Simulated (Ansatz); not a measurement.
Consider the substitution at a C–C bond: `BC(C)C=N` + `O[Si]S` → `CS[Si]O` + `BCC=N`.

Isolated molecules relaxed with PBE0-D4/def2-TZVP in Ansatz; ΔE leaves out vibrations. CBS: MP2 limit from def2 TZ/QZ plus the TZ coupled-cluster correction, frozen cores. This one scheme is used for every species. Functionals use def2-TZVPP. Each species was taken in one conformer, which may not be the lowest.

```tsv
species	ωB97X-V energy (Eh)
`BC(C)C=N`	-198.70633
`O[Si]S`	-764.07534
`CS[Si]O`	-803.39246
`BCC=N`	-159.39083
```

(1) Work out ΔE.

Largest T1 diagnostic among the species: 0.015.

Results:

(1) ΔE = (-803.39246) + (-159.39083) − (-198.70633) − (-764.07534) = -0.00162 Eh = -4.3 kJ/mol. CCSD(T)/CBS gives -4.6 kJ/mol.
